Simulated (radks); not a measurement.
Task: Radial electron density D(r) = 4 pi r^2 rho(r) of an atom or ion with 31 electrons. All-electron calculation, Dirac Kohn-Sham, Slater X-alpha with alpha = 0.667, spin-unpolarised, spherical densities, finite nucleus; Fermi nuclear charge, rms radius of each element as measured or else 0.836 A^(1/3) + 0.57 fm. Program: a radial shooting solver on a logarithmic mesh with Libxc functionals.

| r (bohr) | D(r) (e/bohr) |
|---|---|
| 0.002855 | 2.010 |
| 0.003808 | 3.320 |
| 0.005079 | 5.378 |
| 0.00672 | 8.384 |
| 0.008963 | 12.79 |
| 0.01195 | 18.64 |
| 0.01582 | 25.37 |
| 0.0211 | 32.24 |
| 0.02814 | 37.06 |
| 0.03723 | 37.86 |
| 0.04965 | 34.61 |
| 0.0657 | 30.94 |
| 0.08763 | 32.16 |
| 0.1169 | 39.29 |
| 0.1546 | 43.82 |
| 0.2062 | 37.18 |
| 0.2751 | 24.82 |
| 0.364 | 21.34 |
| 0.4855 | 25.83 |
| 0.6475 | 24.49 |
| 0.8567 | 15.54 |
| 1.143 | 7.090 |
| 1.524 | 3.185 |
| 2.016 | 1.842 |
| 2.689 | 1.079 |
| 3.587 | 0.5102 |
| 4.746 | 0.1918 |
| 6.33 | 0.05521 |
| 8.443 | 0.01151 |
| 11.17 | 0.001527 |

What is the nuclear charge?

Result: Z = 31. The innermost maximum, from 1s, lies near gamma/Z bohr with gamma = sqrt(1 - (Z/c)^2) = 0.974, here 0.0314 bohr (found: 0.0341), and its height grows with Z. The density is that of neutral gallium in [Ar] 3d10 4s2 4p1; the configuration itself is not fixed sharply by these data, and Z only to about a unit. D(r) has 3 maxima, at r = 0.0341, 0.153, 0.543 bohr, and minima at 0.0723, 0.341 bohr, inside which lie 2.10, 10.93 electrons.
